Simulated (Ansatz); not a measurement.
# Which is lower?

The two ends of one reaction step of SiPN2H9, singlet (PBE0-D4/def2-TZVP).

A:

| atom | x (Å) | y (Å) | z (Å) |
| --- | --- | --- | --- |
| Si1 | 0.1285 | 0.4584 | 0.9426 |
| N2 | 0.9882 | -0.9363 | 0.4158 |
| H3 | -1.2389 | 0.3067 | 0.3842 |
| H4 | 0.8858 | 1.6078 | 0.3897 |
| N5 | -0.0980 | 0.8043 | 2.6082 |
| H6 | 0.1282 | -0.3815 | -2.2347 |
| P7 | -0.8100 | 0.3566 | -3.0022 |
| H8 | 0.5877 | -1.8560 | 0.5086 |
| H9 | 1.9930 | -0.9743 | 0.4763 |
| H10 | 0.6506 | 1.1617 | 3.1786 |
| H11 | -0.7752 | 0.3063 | 3.1619 |
| H12 | -0.5459 | -0.3704 | -4.1937 |
| H13 | -1.8938 | -0.4834 | -2.6353 |

B:

Si1  (-0.158, 0.486, 0.583)
N2  (1.307, -2.151, -0.319)
H3  (-0.725, -0.711, 1.247)
H4  (1.313, 0.608, 0.706)
N5  (-0.817, 1.849, 1.418)
H6  (1.105, -2.159, -1.311)
P7  (-0.641, 0.323, -1.633)
H8  (0.945, -3.012, 0.072)
H9  (2.313, -2.169, -0.211)
H10  (-0.455, 2.768, 1.215)
H11  (-1.813, 1.895, 1.570)
H12  (-0.346, 1.690, -1.892)
H13  (-2.027, 0.583, -1.445)
(Å)

Computed with Ansatz 0.2.0 (basis: def2-TZVPP); correlated methods freeze the cores. B3LYP uses VWN-RPA correlation.

**Question.** Which structure is lower at CCSD(T), and by how much? (An estimate is asked for; the value comes from the calculation.)

**Answer.** By the calculation: A, by 33.7 kJ/mol (electronic energy, against the other). By their contacts, A is a complex of SiN₂H₆ ([NH2][SiH2][NH2]) + PH₃ and B is a complex of SiPNH₆ ([NH2][SiH2][PH2]) + NH₃.

All methods give the same order:

```csv
method,E(B) − E(A) (kJ/mol)
SPW92,21.5
PBE-D4,17.7
BLYP-D4,29.2
r2SCAN-D4,27.4
B97M-V,26.5
PBE0-D4,22.3
B3LYP-D4,32.7
r2SCAN0-D4,29.5
BHLYP-D4,38.0
CAM-B3LYP-D4,39.9
wB97X-V,32.6
wB97M-V,33.5
B2PLYP,37.3
PBE-QIDH,29.7
RPA on PBE,35.8
HF,52.8
MP2,34.4
CCSD,37.3
CCSD(T),33.7
```

T1 diagnostic: at most 0.012.

Labels in which every atom is bracketed show which atoms are joined, not bond orders.

For scale, one of the runs: CCSD(T)/def2-TZVPP, 272 basis functions, launched by `ansatz run in.yaml --threads 8 --pin off --events-out ev --progress --plain --max-ram 19148MiB`. Time: 89 s of wall clock on 8 CPU threads of an Arm Neoverse V2; the host was shared. Peak host memory: 6.9 GiB.
